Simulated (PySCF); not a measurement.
One molecule, one basis, several functionals.

Compound: C4H4BClO.
Structure used (PBE0-D3(BJ)/def2-SVP), in Å, numbered top down from 1:
```xyz
11
C4H4BClO angstrom
B      1.996   -0.620   -0.406
C      0.558   -0.257   -0.112
O     -0.398   -1.239    0.036
C     -1.567   -0.669    0.285
C     -1.468    0.698    0.317
C     -0.101    0.957    0.062
Cl     0.608    2.504   -0.016
H      2.807    0.264   -0.525
H      2.314   -1.778   -0.514
H     -2.416   -1.337    0.425
H     -2.259    1.422    0.497
```

PySCF, def2-SVPD basis, density fitting, gas phase, PBE0-D3(BJ)/def2-SVP geometry; singlet excitations by full TDDFT with frozen cores, triplets by Tamm–Dancoff TDDFT and ionisation energies by ΔSCF, from the lowest of the holes tried. One functional is left out:

| functional | exact exchange (%) | HOMO energy (eV) | LUMO energy (eV) | lowest singlet excitation (eV) | lowest triplet excitation (eV) | dipole moment (D) | mean polarisability (au) | vertical ionisation energy (eV) |
| --- | --- | --- | --- | --- | --- | --- | --- | --- |
| LDA | 0 | -6.65 | -3.30 | 4.25 | 3.03 | 2.748 | 83.5 | 9.54 |
| PBE | 0 | -6.45 | -3.05 | 4.30 | 2.93 | 2.713 | 82.9 | 9.27 |
| PBE0 | 25 | -7.43 | -2.22 | 4.69 | 2.98 | 2.592 | 80.0 | 9.29 |
| BHandHLYP | 50 | -8.22 | -1.24 | 4.86 | 3.01 | 2.480 | 78.0 | 9.11 |

Problem. Predict the row of B3LYP (20 % exact exchange) by straight lines through the other rows, and check it.

Solution. 
| property | line | computed | computed − line | PBE0 (25 %), for comparison |
| --- | --- | --- | --- | --- |
| HOMO energy (eV) | -7.23 | -7.21 | +0.02 | -7.43 |
| LUMO energy (eV) | -2.40 | -2.39 | +0.01 | -2.22 |
| lowest singlet excitation (eV) | 4.54 | 4.62 | +0.08 | 4.69 |
| lowest triplet excitation (eV) | 2.99 | 3.02 | +0.03 | 2.98 |
| dipole moment (D) | 2.627 | 2.591 | -0.036 | 2.592 |
| mean polarisability (au) | 81.0 | 80.7 | -0.3 | 80.0 |
| vertical ionisation energy (eV) | 9.30 | 9.30 | 0.00 | 9.29 |
